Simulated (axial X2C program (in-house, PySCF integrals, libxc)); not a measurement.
Testing model relations on LiZr

A bond curve at the PW91 level, with spin–orbit coupling, was computed with an in-house relativistic program for diatomic molecules (basis Zr dyall-cv3z [11s12p9d6f3g], Li dyall-cv3z [7s8p2d] (cores contracted in-house)) for the state Ω = 3/2 (⟨Sz⟩ = -1.50, ⟨Lz⟩ = 3.00 at PW91). Its fit gives Re = 2.9119 Å, ωe = 284.0 cm⁻¹, ωexe = 1.72 cm⁻¹ and αe = 2.748e-03 cm⁻¹; the masses are 89.9047 and 7.0160 u. Two-component means X2C with spin–orbit coupling and atomic mean-field Coulomb and Gaunt terms.

(1) Find the reduced mass, Be and the force constant.

(2) A Morse curve ties αe to the other constants (Pekeris). How well does that hold?

(3) The dipole moment p changes by 0.64 D/Å at Re. What harmonic infrared intensity follows?

(4) Where do the fundamental and the first overtone lie?

(5) Estimate the centrifugal constant by the Kratzer relation.

The state is one determinant whose occupation by symmetry is held fixed; it was picked as the lowest of a PBE0 search that is not exhaustive. Density functionals use the spin component along the axis (collinear). Other states lie close and PBE0, whose exact exchange favours high spin, may order them wrongly; the determinant shown need not be the ground state. The nearest other spin-free determinant of the search, M_S = 3/2, Λ = 2, lies 0.003 eV up at the distance of the search. The functionals have no current-density term, which raises determinants with orbital currents, atoms included. With several unpaired electrons one determinant need not be a pure state. A state of lower Ω lies just above, and one determinant can place such states too high, so the state shown need not be the lowest. The search has Ω = 1/2 only 0.02 eV up. At some level and bond length an empty orbital lies below a filled one.

Answers

(1) From the PW91 values: μ = 6.5081 u. Be = 16.8576/(μ Re²) = 0.3055 cm⁻¹. k = 5.8918×10⁻⁷ μ ωe² = 0.309 mdyn/Å.

(2) αe(Morse) = 6Be²/ωe × (√(ωexe/Be) − 1) = 2.707e-03 cm⁻¹; the PW91 curve gives 2.748e-03 cm⁻¹, a ratio of 0.98.

(3) I = 42.256 × (dp/dR)²/μ = 2.7 km/mol.

(4) ν(1←0) = ωe − 2ωexe = 280.6 cm⁻¹; ν(2←0) = 2ωe − 6ωexe = 557.7 cm⁻¹.

(5) D = 4Be³/ωe² = 1.41e-06 cm⁻¹.
